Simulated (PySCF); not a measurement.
## Frontier orbitals and the lowest excitations

C₃H₇ClOSi.
SMILES with atom numbers: `[SiH3:1][O:2]/[CH:3]=[CH:4]\[CH2:5][Cl:6]` (hydrogens: H7, H8, H9 on Si1; H10 on C3; H11 on C4; H12, H13 on C5)

Structure used (PBE0-D3(BJ)/def2-SVP), in Å, numbered top down from 1:
```
atom  x, y, z in Å
Si1    2.392   -0.172   -0.665
O2     0.732   -0.360   -0.482
C3     0.048   -0.301    0.680
C4    -1.266   -0.054    0.739
C5    -2.105    0.221   -0.452
Cl6   -2.753    1.906   -0.431
H7     2.787    1.246   -0.420
H8     3.100   -1.057    0.309
H9     2.689   -0.570   -2.064
H10    0.624   -0.498    1.594
H11   -1.740   -0.042    1.724
H12   -2.986   -0.434   -0.495
H13   -1.526    0.109   -1.377
```

Method: TDDFT B3LYP/def2-SVPD, vertical, gas phase, core orbitals frozen in the response (PySCF).

Kohn–Sham orbitals with the atoms that hold most of them (Löwdin shares over 4%, at most four atoms; ? is withheld):

```json
{"orbital": "HOMO-3", "ε (eV)": "-9.30", "atoms": "O2 40%, Si1 17%, H8 16%, C3 8%"}
{"orbital": "HOMO-2", "ε (eV)": "-8.14", "atoms": "Cl6 74%, C5 12%, C4 5%"}
{"orbital": "HOMO-1", "ε (eV)": "-8.04", "atoms": "?"}
{"orbital": "HOMO", "ε (eV)": "-6.86", "atoms": "C4 33%, C3 24%, O2 21%, Cl6 8%"}
{"orbital": "LUMO", "ε (eV)": "-0.64", "atoms": "?"}
{"orbital": "LUMO+1", "ε (eV)": "-0.40", "atoms": "Si1 35%, H8 11%, H7 10%, C3 10%"}
{"orbital": "LUMO+2", "ε (eV)": "0.31", "atoms": "Si1 51%, H8 13%, H9 12%, H7 11%"}
```

**Question.** Give the leading atoms of the LUMO.

**Answer.** C3 (bonded to C, O and H) 23%; Cl6 (bonded to C) 20%; C4 (bonded to 2 C and H) 16%; C5 (bonded to C, Cl and 2 H) 10%. By element: carbon 49%, chlorine 20%.

**Question.** Give the leading atoms of the HOMO-1.

**Answer.** Cl6 (bonded to C) 80%; C5 (bonded to C, Cl and 2 H) 12%.

**Question.** The HOMO–LUMO gap is 6.22 eV. Where does the response calculation put the lowest singlet, and from which orbitals?

**Answer.** S1 is at 5.49 eV (f = 0.015), 0.74 eV below the gap, made of HOMO→LUMO+1 (62%), HOMO→LUMO (37%). Its leading pair isn't HOMO and LUMO; the energies of that pair differ by 6.46 eV. Without the coupling terms of the response equations the lowest excitation would equal the gap.

**Question.** Give energy, strength and leading configuration of S3, S4 and S8, and follow the Löwdin shares of the leading atoms from the occupied to the empty orbital.

**Answer.** 
- S3 (6.35 eV, f 0.0054), HOMO-1→LUMO (88%): Cl6 80% → 20%, C5 12% → 10%, C3 at most 4% → 23%
- S4 (6.44 eV, f 0.015), HOMO-2→LUMO (85%): Cl6 74% → 20%, C5 12% → 10%, C3 at most 4% → 23%
- S8 (7.03 eV, f 0.0003), HOMO-1→LUMO+1 (90%): Cl6 80% → at most 11%, C5 12% → at most 11%, Si1 at most 4% → 35%, H8 at most 4% → 11%

Time: 1.7 min; peak memory 0.89 GiB. Hardware: one thread, Arm Neoverse V1 (aarch64) (shared host).

One conformer stands for the species.
